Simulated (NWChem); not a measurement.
The numbers come from NWChem runs, not from measurements. System: HClSi, charge 0, spin multiplicity 1, at a geometry optimised with PBE0/def2-SVP. The structure started from a generated list of species. Level: MP2/def2-TZVP, 10 core orbitals frozen.

Part of the output:

```
             Northwest Computational Chemistry Package (NWChem) 7.3.0
             --------------------------------------------------------

                                NWChem Input Module
                                -------------------

 Scaling coordinates for geometry "geometry" by  1.889725989
 (inverse scale =  0.529177249)

 Turning off AUTOSYM since
 SYMMETRY directive was detected!

                             Geometry "geometry" -> ""
                             -------------------------

 Output coordinates in angstroms (scale by  1.889725989 to convert to a.u.)

  No.       Tag          Charge          X              Y              Z
 ---- ---------------- ---------- -------------- -------------- --------------
    1 Si                  14.0000    -0.75069200    -0.81367800     0.00000000
    2 H                    1.0000     0.32763900    -1.91061200     0.00000000
    3 Cl                  17.0000     0.59894400     0.78247700     0.00000000

 Effective nuclear repulsion energy (a.u.)      68.3925090757

            Nuclear Dipole moment (a.u.)
            ----------------------------
        X                 Y               Z
 ---------------- ---------------- ----------------
    -0.0000018897     0.0000094486     0.0000000000

      Symmetry information
      --------------------

 Group name             Cs
 Group number              2
 Group order               2
 No. of unique centers     3

      Symmetry unique atoms

     1    2    3


 Summary of "ao basis" -> "" (spherical)
 ------------------------------------------------------------------------------
       Tag                 Description            Shells   Functions and Types
 ---------------- ------------------------------  ------  ---------------------
 *                         def2-tzvp                  on all atoms

 Summary of "ao basis" -> "ao basis" (spherical)
 ------------------------------------------------------------------------------
       Tag                 Description            Shells   Functions and Types
 ---------------- ------------------------------  ------  ---------------------
 Si                        def2-tzvp                13       37   5s5p2d1f
 H                         def2-tzvp                 4        6   3s1p
 Cl                        def2-tzvp                13       37   5s5p2d1f

                                 NWChem SCF Module
                                 -----------------

  ao basis        = "ao basis"
  functions       =    80
  atoms           =     3
  closed shells   =    16
  open shells     =     0
  charge          =   0.00
  wavefunction    = RHF
  use symmetry    = T
  symmetry adapt  = T

 Summary of "ao basis" -> "ao basis" (spherical)
 ------------------------------------------------------------------------------
       Tag                 Description            Shells   Functions and Types
 ---------------- ------------------------------  ------  ---------------------
 Si                        def2-tzvp                13       37   5s5p2d1f
 H                         def2-tzvp                 4        6   3s1p
 Cl                        def2-tzvp                13       37   5s5p2d1f

      Symmetry analysis of basis
      --------------------------

        a'         55
        a"         25

 Forming initial guess at       0.1s

      Superposition of Atomic Density Guess
      -------------------------------------

 Sum of atomic energies:        -748.81290830

      Non-variational initial energy
      ------------------------------

 Total energy =    -748.969654
 1-e energy   =   -1172.240199
 2-e energy   =     354.878036
 HOMO         =      -0.231492
 LUMO         =      -0.069164

      Symmetry analysis of molecular orbitals - initial
      -------------------------------------------------

  Numbering of irreducible representations:

     1 a'          2 a"

  Orbital symmetries:

     1 a'          2 a'          3 a'          4 a'          5 a'
     6 a"          7 a'          8 a'          9 a'         10 a"
    11 a'         12 a'         13 a'         14 a"         15 a'
    16 a'         17 a"         18 a'         19 a'         20 a'
    21 a'         22 a"         23 a'         24 a"         25 a'
[...]
  ----- ------------  ---------------      ----- ------------  ---------------
    60      0.522742  3 Cl pz                63      0.336268  3 Cl pz
    57      0.237509  3 Cl pz                51     -0.190097  3 Cl pz

 Vector   15  Occ=2.000000D+00  E=-4.720104D-01  Symmetry=a'
              MO Center=  2.9D-01,  3.8D-01, -9.1D-16, r^2= 2.3D+00
   Bfn.  Coefficient  Atom+Function         Bfn.  Coefficient  Atom+Function
  ----- ------------  ---------------      ----- ------------  ---------------
    59      0.462041  3 Cl py                62      0.293486  3 Cl py
    56      0.210920  3 Cl py                58     -0.179582  3 Cl px
     4      0.175531  1 Si s                  5      0.167716  1 Si s
    50     -0.168331  3 Cl py

 Vector   16  Occ=2.000000D+00  E=-3.492686D-01  Symmetry=a'
              MO Center= -7.9D-01, -7.2D-01, -5.5D-18, r^2= 2.8D+00
   Bfn.  Coefficient  Atom+Function         Bfn.  Coefficient  Atom+Function
  ----- ------------  ---------------      ----- ------------  ---------------
     5      0.430939  1 Si s                  4      0.358155  1 Si s
    15     -0.336824  1 Si px                58      0.234590  3 Cl px
    61      0.210067  3 Cl px                 3     -0.207104  1 Si s
    18     -0.189674  1 Si px                39     -0.177434  2 H  s
    40     -0.166420  2 H  s

 Vector   17  Occ=0.000000D+00  E= 7.039557D-03  Symmetry=a"
              MO Center= -7.2D-01, -8.2D-01,  4.6D-15, r^2= 3.6D+00
   Bfn.  Coefficient  Atom+Function         Bfn.  Coefficient  Atom+Function
  ----- ------------  ---------------      ----- ------------  ---------------
    20      0.707481  1 Si pz                17      0.338729  1 Si pz
    63     -0.258969  3 Cl pz

 Vector   18  Occ=0.000000D+00  E= 1.069412D-01  Symmetry=a'
              MO Center= -8.9D-01, -8.2D-01,  1.4D-14, r^2= 5.2D+00
   Bfn.  Coefficient  Atom+Function         Bfn.  Coefficient  Atom+Function
  ----- ------------  ---------------      ----- ------------  ---------------
    19      1.234856  1 Si py                48     -0.741263  3 Cl s
    40      0.572011  2 H  s                 61      0.355054  3 Cl px
    62      0.251098  3 Cl py                18      0.244807  1 Si px
    16      0.176963  1 Si py

 Vector   19  Occ=0.000000D+00  E= 1.613696D-01  Symmetry=a'
              MO Center= -8.6D-01, -7.9D-01, -3.8D-15, r^2= 5.7D+00
   Bfn.  Coefficient  Atom+Function         Bfn.  Coefficient  Atom+Function
  ----- ------------  ---------------      ----- ------------  ---------------
    40      2.050469  2 H  s                 18     -1.483892  1 Si px
     5     -1.475582  1 Si s                 19      0.702216  1 Si py
    48      0.436958  3 Cl s                 62     -0.390615  3 Cl py
     4     -0.272449  1 Si s                  3      0.177087  1 Si s

 center of mass
 --------------
 x =   0.00805277 y =   0.07896942 z =   0.00000000

 moments of inertia (a.u.)
 ------------------
         155.342890015661        -117.256368244161           0.000000000000
        -117.256368244161         101.481130811471           0.000000000000
           0.000000000000           0.000000000000         256.824020827132

  Mulliken analysis of the total density
  --------------------------------------

    Atom       Charge   Shell Charges
 -----------   ------   -------------------------------------------------------
    1 Si  14    13.64   2.00  0.59  1.38  1.09  0.69  4.10  1.74  0.41  1.01  0.36  0.08  0.15  0.03
    2 H    1     1.05   0.23  0.56  0.24  0.01
    3 Cl  17    17.31   2.01  0.45  1.52  1.08  0.87  4.18  1.69  1.07  2.88  1.53  0.01  0.03  0.00

       Multipole analysis of the density wrt the origin
       ------------------------------------------------

     L   x y z        total         open         nuclear
     -   - - -        -----         ----         -------
     0   0 0 0     -0.000000      0.000000     32.000000

     1   1 0 0     -0.231179      0.000000     -0.000002
     1   0 1 0     -0.460011      0.000000      0.000009
     1   0 0 1      0.000000      0.000000      0.000000

     2   2 0 0    -21.892025      0.000000     50.335446
     2   1 1 0      0.445377      0.000000     56.753958
     2   1 0 1     -0.000000      0.000000      0.000000
     2   0 2 0    -20.025410      0.000000     83.305927
     2   0 1 1      0.000000      0.000000      0.000000
     2   0 0 2    -17.995505      0.000000      0.000000

                   NWChem MP2 Semi-direct Energy/Gradient Module
                   ---------------------------------------------

  Basis functions       =     80
  Molecular orbitals    =     80
  Frozen core           =     10
  Frozen virtuals       =      0
  Active alpha occupied =      6
  Active beta occupied  =      6
  Active alpha virtual  =     64
  Active beta virtual   =     64
  Use MO symmetry       = T
  Use skeleton AO sym   = T

  AO/Fock/Back tols     =   1.0D-09  1.0D-09  1.0D-09

 GA uses MA = F    GA memory limited = T

 Available:
  local mem=  1.26D+08
 global mem=  1.44D+08
 local disk=  0.00D+00
  mp2_memr nvloc                    64
  nvloc new                    64
   1 passes of   6:        4194304                      32248                   4177192.
   1 passes of   6: M    126152204           G      144166400           F     121957900.

 Semi-direct pass number   1 of   1  for RHF alpha+beta  at        1.5s
  vrange nnbf                  3191
  mp2_eaftype                    15  avail_ma_in_mb                  1099
 EAF : mp2_eaftype filesize          15    2088596.
  mp2_eaf for mointskh                     15
Node 0 wrote      9.8 Mb in      0.0 s     Agg I/O rate:  1790.3 Mb/s
 Done moints_semi at        2.9s
  mp2_eaftype                    15  avail_ma_in_mb                  1084
 EAF : mp2_eaftype filesize          15    2088596.
  mp2_eaf for kh                    15
 Done maket at        3.0s
 Done multipass loop at        3.0s

          -------------------------------------------
          SCF energy                -749.028582965431
          Correlation energy          -0.282072756951
          Singlet pairs               -0.188038770538
          Triplet pairs               -0.094033986413
          Total MP2 energy          -749.310655722383
          -------------------------------------------

          ---------------------------------------------------
                    Spin Component Scaled (SCS) MP2
          Same spin pairs                     -0.062689324276
          Same spin scaling factor             0.333333333333
          Opposite spin pairs                 -0.219383432676
          Opposite spin scaling fact.          1.200000000000
          SCS-MP2 correlation energy          -0.284156560636
          Total SCS-MP2 energy              -749.312739526067
          ---------------------------------------------------

 -----------------------
 Performance information
 -----------------------

 Timer overhead =  2.20D-07 seconds/call

               Nr. of calls         CPU time (s)                 Wall time (s)                GFlops
             ---------------    -------------------     ------------------------------   -------------------
Name         Min   Avg   Max    Min     Avg     Max     Min     Avg     Max   Mx/calls   Min     Max     Sum
mp2: moin     1     1     1    1.4     1.4     1.4      1.4     1.4     1.4     1.4      0.0     0.0     0.0
mp2: make     1     1     1   7.74E-2 7.74E-2 7.74E-2  7.74E-2 7.74E-2 7.74E-2 7.74E-2   0.0     0.0     0.0
mp2: tota     1     1     1    1.5     1.5     1.5      1.5     1.5     1.5     1.5      0.0     0.0     0.0

 The average no. of pstat calls per process was 3.00D+00
 with a timing overhead of 6.61D-07s

 Task  times  cpu:        2.9s     wall:        2.9s

 Total times  cpu:        3.0s     wall:        3.0s
```

Question: Write an NWChem input that would produce this output.

Answer: Several could match; the one computed here: 
```
start mol
memory heap 200 mb stack 900 mb global 1100 mb
geometry units angstroms nocenter noautoz
  Si    -0.750692    -0.813678     0.000000
  H      0.327639    -1.910612     0.000000
  Cl     0.598944     0.782477     0.000000
  symmetry group Cs
end
basis spherical
  * library def2-tzvp
end
scf
  rhf
  nopen 0
  maxiter 100
  thresh 1e-7
  semidirect memsize 60000000 filesize 0
end
mp2
  freeze core 10
end
task mp2 energy
```
